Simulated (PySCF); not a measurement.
Compound: 5-methyl-5-hexen-2-one, C7H12O.
Z-matrix (Å and degrees, PBE0-D3(BJ)/def2-SVP geometry), rows numbered from 1:
```
C 
C   1  1.3381
C   2  1.5008  1  121.84
C   2  1.5051  1  121.40  3   179.46
C   4  1.5225  2  113.70  1   114.93
C   5  1.5151  4  113.38  2   178.98
C   6  1.5096  5  116.33  4   173.95
O   6  1.2076  5  121.80  4    -6.33
H   1  1.0937  2  121.32  3  -179.49
H   1  1.0939  2  121.50  3     0.08
H   3  1.1031  2  111.62  1  -117.98
H   3  1.0987  2  111.76  1     2.73
H   3  1.1032  2  110.72  1   123.55
H   4  1.1000  2  110.00  1    -7.45
H   4  1.1036  2  109.94  1  -123.55
H   5  1.1044  4  111.01  2   -58.22
H   5  1.1054  4  111.52  2    58.28
H   7  1.0968  6  109.76  5   177.12
H   7  1.1015  6  110.61  5    55.75
H   7  1.1017  6  110.14  5   -62.12
```

Level: wB97X-D/def2-SVPD in PySCF, non-relativistic, on one gas-phase PBE0-D3(BJ)/def2-SVP geometry that isn't relaxed in the solvent. The solvent is an IEF-PCM continuum (Bondi radii, 1.10 Å for H, scaled by 1.2), and excitations are vertical TDDFT with non-equilibrium linear response and a frozen core. Only the electrostatic response of the medium enters.

| run | E − E(gas) (kcal/mol) | HOMO (eV) | HOMO–LUMO gap (eV) | dipole (D) | lowest singlet (eV) | static polarisability (au) |
| --- | --- | --- | --- | --- | --- | --- |
| gas | 0.00 | -8.92 | 10.30 | 2.96 | 4.54 | 89.0 |
| P | -6.57 | -8.91 | 10.31 | 4.16 | 4.70 | 119.6 |
| Q | -6.79 | -8.92 | 10.32 | 4.20 | 4.70 | 120.9 |

The runs were made in methanol and water. Which run belongs to which solvent?

P = methanol, Q = water. The dielectric constants are 32.61 (methanol), 78.36 (water), and the energy falls further as ε rises. The optical constants n² used for the excitations are 1.77, 1.78 in the same order. In this model the ground state sees the solvent through ε alone.

How constant is the ratio of the lowering to (ε − 1)/(2ε + 1)?

```tsv
solvent	(ε − 1)/(2ε + 1)	E − E(gas) (kcal/mol)	ratio (kcal/mol)	polarisation term (kcal/mol)
methanol	0.477	-6.57	-13.8	-8.06
water	0.490	-6.79	-13.8	-8.39
```

The ratio changes by +0.6 % in size from methanol to water. The polarisation term is half the interaction of the solute with the induced surface charges.

The pairwise dispersion term of wB97X-D wasn't added to the energies; at a given geometry it leaves orbitals and properties as they are.
